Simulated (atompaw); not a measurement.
**Building the PAW (atompaw) potential for Zn (PBE, scalar-relativistic).**

Zn, PAW, made with atompaw 4.2.0.5 (PBE, scalar-relativistic). Core [Ar], reference 3d10 4s1.5 4p0.5. Waves: 4s (bound): rc 2.40 bohr; 4s channel at -0.15 Ry: rc 2.40 bohr; 4p (bound): rc 2.40 bohr; 4p channel at 1.55 Ry: rc 2.40 bohr; 3d (bound): rc 1.55 bohr; 3d channel at -0.05 Ry: rc 1.55 bohr. Local part: vpsmatchnc scheme with l = 3 at 0 Ry, radius 2.00 bohr. Core correction: smooth core density matched at 2.20 bohr. Augmentation charge: sinc compensation charge, radius 2.25 bohr; PAW radius 2.40 bohr; waves and projectors: custom rrkj gramschmidtortho.

All-electron outer shells of the reference configuration (PBE, scalar-relativistic, ld1.x):

```
shell  level (eV)  outermost node (bohr)  outermost maximum (bohr)
   3s     -130.43                   0.28                      0.59
   3p      -84.60                   0.25                      0.59
   3d      -11.31                      –                      0.57
   4s       -6.75                   0.85                      2.06
   4p       -1.66                   0.92                      2.96
```

**Question.** Does the generator finish with these settings?

**Answer.** Yes, a potential is produced.

**Question.** Estimate the cutoffs (Ry, on a coarse ladder) from which the occupation-weighted sum of valence levels, in a spherical-Bessel basis at the reference potential, stays within 10 and 1 mRy of its value at 400 Ry.

**Answer.** 45 Ry and 80 Ry.

**Question.** Does the potential have ghost states?

**Answer.** Ghost state, extra bound levels that the all-electron valence spectrum of the same l lacks: s at -15.0 eV. A true bound ghost makes a file unfit for plane-wave use.

**Question.** Is the overlap operator S = 1 + Σ q|β⟩⟨β| positive definite (Bessel basis up to 400 Ry)?

**Answer.** Yes: its lowest eigenvalue is 0.23 (s channel).

**Question.** Which valence shell sets the plane-wave cutoff?

**Answer.** 3d: its level needs 45 Ry to come within 1 mRy, against 6 Ry for 4s.
